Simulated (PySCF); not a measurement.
Computed shifts of a molecule CH₈FNOSi₂, PBE/pcSseg-1 run with PySCF, GIAO, gas phase, atoms alike by connectivity averaged where their shifts nearly agree, in ppm (number of nuclei): ¹³C: 60.6 (1). ²⁹Si: -11.9 (1), -25.8 (1). ¹⁵N: 48.9 (1). ¹⁹F: -169.5 (1). ¹H: 5.58 (1), 5.29 (2), 3.94 (3), 1.95 (1), 1.50 (1). References: ¹³C against TMS (σ = 182.0 ppm); ¹⁷O against H2O (σ = 334.3 ppm); ²⁹Si against TMS (σ = 335.4 ppm); ¹⁵N against NH3 (σ = 267.0 ppm); ¹⁹F against CFCl3 (σ = 133.6 ppm); ¹H against TMS (σ = 31.49 ppm), references at their B3LYP-D3(BJ)/def2-TZVP geometries, non-relativistic. The structure is a stationary point at PBE0-D3(BJ)/def2-SVP. The values are those of a single conformer.

**Question.** Which structure fits?
A) N[Si@H](CF)O[SiH3]
B) N[Si@H](F)C[SiH2]O
C) CO[SiH2][Si@@H](N)F
D) N[SiH2][C@H](F)[SiH2]O

**Answer.** C, CO[SiH2][Si@@H](N)F
